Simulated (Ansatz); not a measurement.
Molecule: COs, charge 0, multiplicity 3. The spin state was set by rule; other spins were not relaxed. SMILES: [C][Os]
Geometry: optimised at B3LYP-D3(BJ)/def2-TZVP (Ansatz, a first-principles code).

Quantity: atomisation energy (electronic, to ground-state atoms), in kJ/mol. Correlated levels leave the core frozen unless marked. UHF or UKS for open shells. Spin-orbit coupling is left out. Frozen are the shells of the preceding noble gas and the d and f shells that filled before the atom's block. Past Kr the def2 sets carry scalar-relativistic core potentials. The coupled-cluster limit lacks core correlation, which all-electron functionals hold. CBS(X,Y): correlation extrapolated as X^-3; Hartree-Fock from the larger set. [CCSD(T)-MP2]/basis is that difference in the basis named. The program attaches cautions to a run behind CCSDT/def2-SVP: large difference.

```
level                                                              program  atomisation energy (kJ/mol)
----------------------------------------------------------  --------------  ---------------------------
HF/def2-TZVPP                                                       Ansatz                        200.8
revPBE-D4/def2-TZVPD                                        Ansatz + dftd4                        692.6
revPBE/def2-TZVPD                                                   Ansatz                        684.2
B97M-V/def2-TZVPD                                                   Ansatz                        617.5
PBE0-D3(BJ)/def2-TZVPD                                      Ansatz + dftd3                        627.7
PBE0/def2-TZVPD                                                     Ansatz                        624.9
BHLYP-D3(BJ)/def2-TZVPD                                     Ansatz + dftd3                        496.5
BHLYP/def2-TZVPD                                                    Ansatz                        490.2
r2SCANh/def2-TZVPD                                                  Ansatz                        611.4
r2SCAN0-D4/def2-TZVPD                                       Ansatz + dftd4                        568.5
CAM-B3LYP-D3(BJ)/def2-TZVPD                                 Ansatz + dftd3                        578.0
LC-wPBE-D3(BJ)/def2-TZVPD                                   Ansatz + dftd3                        586.4
B2GP-PLYP/def2-TZVPD                                                Ansatz                        624.0
MP2/def2-QZVPPD                                                     Ansatz                        577.3
SCS-MP2/def2-TZVPP                                                  Ansatz                        537.1
CCSD/def2-QZVPP                                                     Ansatz                        559.6
CCSD/CBS(def2-TZVPP,def2-QZVPP)                                     Ansatz                        560.0
CCSD/CBS(def2-TZVPPD,def2-QZVPPD)                                   Ansatz                        561.7
CCSDT/def2-SVP                                                      Ansatz                        562.7
RI-MP2/CBS(def2-TZVPP,def2-QZVPP)+[CCSD(T)-MP2]/def2-TZVPP          Ansatz                        609.5
CCSD(T)/CBS(def2-TZVPPD,def2-QZVPPD)                                Ansatz                        611.3
```

The UHF reference is spin-contaminated (<S^2> 0.88 over the pure value in the largest basis). The T1 diagnostic of CCSD in the largest basis is 0.100, which is high, so the coupled-cluster rows are less sure than usual.
